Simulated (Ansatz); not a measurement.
Gas-phase electronic energies from Ansatz, PBE0-D4/def2-TZVP geometries. CBS: MP2 limit from def2 TZ/QZ plus the TZ coupled-cluster correction, frozen cores. DFT in def2-TZVPP. One conformer a species, not always the lowest.

`C[SiH2]B(N)Cl` + `[F][AlH][NH][SiH3]` → `C[SiH2]BCl` + `N[SiH2][NH][AlH][F]`  (redistribution)

CCSD(T)/CBS gives +77.6 kJ/mol.

(1) Another level gave +78.1 kJ/mol. Which?
A. CCSD/def2-TZVPP
B. HF/def2-TZVPP
C. r2SCAN-D4/def2-TZVPP
D. PBE/def2-TZVPP

Largest T1 diagnostic among the species: 0.012.

## Answers

(1) A. CCSD/def2-TZVPP 78.1, r2SCAN-D4 82.5, HF/def2-TZVPP 72.7, PBE 86.9 kJ/mol.

In def2-TZVPP, CCSD(T) changes the Hartree–Fock value by +7.1 kJ/mol (the triples alone add +1.7 kJ/mol) and MP2 by +8.1 kJ/mol.

CCSD(T)/CBS has its own doubt, a few kJ/mol and more with outer-core shells, so smaller differences from it don't rank the levels.
